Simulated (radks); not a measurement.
Valence configurations of the neodymium ion Nd+ (all share [Xe]). All-electron calculation, Dirac Kohn-Sham, PBE, spin-unpolarised, spherical densities, finite nucleus; open shells fill j = l - 1/2 first; Fermi nuclear charge, rms radius 4.9123 fm. Program: a radial shooting solver on a logarithmic mesh with Libxc functionals. Energies are relative to 4f4 6s1; eigenvalues in eV.

valence      E (eV)  e(4f5/2)  e(5d3/2)  e(6p1/2)  e(6s1/2)
4f4 6s1       0.000    -7.738         -         -    -8.188
4f3 6s1 6p1   5.698   -16.405         -    -6.955   -10.196
4f2 5d2 6s1   9.072   -19.380    -9.960         -    -9.187
4f2 6s1 6p2  19.458   -26.577         -    -8.281   -12.040
4f4 6p1       2.765    -8.737         -    -5.989         -
4f2 5d1 6s2  10.188   -21.973   -11.629         -   -10.158
4f4 5d1       0.972    -5.940    -6.185         -         -
4f3 5d1 6s1   2.247   -13.050    -8.679         -    -8.734
4f3 6s2       2.477   -15.423         -         -    -9.683
4f3 6p2       8.957   -17.356         -    -7.385         -

NIST lists [Xe] 4f4 6s1 as the ground configuration; this level of theory agrees among the configurations tried. The energies are those of spherical spin-averaged densities, not of single terms.
